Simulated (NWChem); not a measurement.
Molecule: CH4Ge, singlet; SMILES [CH3][GeH]

Computed with NWChem. Low-valent species are run as closed-shell singlets; no triplet was tried in these runs. Geometry: optimised at PBE-D3(BJ)/def2-SVP. Ions are spin-unrestricted doublets at the neutral geometry; other ion states weren't tried.

For level M06-2X/def2-SVP:

- −ε(HOMO) (eV): 7.41

Task: What are these values for level PBE/def2-SVP?

Result: 
| Property | Value |
|---|---|
| −ε(HOMO) (eV) | 5.34 |
